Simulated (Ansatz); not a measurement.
```yaml
crystal:
  periodic: [false, false, false]
  atoms:
    - {symbol: F, position_ang: [0.356114, -2.327366, 0.625018]}
    - {symbol: C, position_ang: [0.069729, -1.094274, 0.293971]}
    - {symbol: C, position_ang: [-1.025531, -0.449311, -0.100523]}
    - {symbol: F, position_ang: [-2.289634, -0.758025, -0.237802]}
    - {symbol: C, position_ang: [-0.317247, 0.842717, -0.329372]}
    - {symbol: F, position_ang: [-0.748416, 1.893817, 0.438783]}
    - {symbol: C, position_ang: [0.944636, 0.110153, 0.208890]}
    - {symbol: F, position_ang: [1.984934, 0.019620, -0.680156]}
    - {symbol: H, position_ang: [-0.211842, 1.183861, -1.361453]}
    - {symbol: H, position_ang: [1.320356, 0.527510, 1.145545]}
basis:
  gaussian: {orbitals: x2c-TZVPPall}
total_charge: -1
magnetization: {spin_polarized: true, initial_magnetization: 1}
hamiltonian: {xc: {name: wB97X-D}}
scf: {lower_state_search: light}
```

```sh
$ ansatz run in.yaml --threads 4 --pin off --events-out ev --progress --plain --max-ram 11315MiB
```

**Question.** How does Ansatz answer? (Estimate.)

**Answer.** The calculation gave: The input was rejected before any iteration.
```
Error: YAML parse error: error: line 18 column 19: hamiltonian.xc: no functional is named "wB97X-D"; the names, which are not case-sensitive, are SVWN5, SPW92, PBE, PBE0, PBEsol, revPBE, revPBE0, RPBE, rPW86-PBE, HSE06, wPBEh, LC-wPBE, HISS, HF, BLYP, B3LYP, B3LYP5, BHLYP, CAM-B3LYP, r2SCAN, r2SCANh, r2SCAN0, r2SCAN50, m-r2SCAN, B97, wB97, wB97X, wB97X-V, B97M-V, wB97M-V, B2PLYP, B2GP-PLYP, PBE0-DH, PBE-QIDH
16 | total_charge: -1
17 | magnetization: {spin_polarized: true, initial_magnetization: 1}
18 | hamiltonian: {xc: {name: wB97X-D}}
19 | scf: {lower_state_search: light}
```

HSE06 is defined as in plane-wave codes.
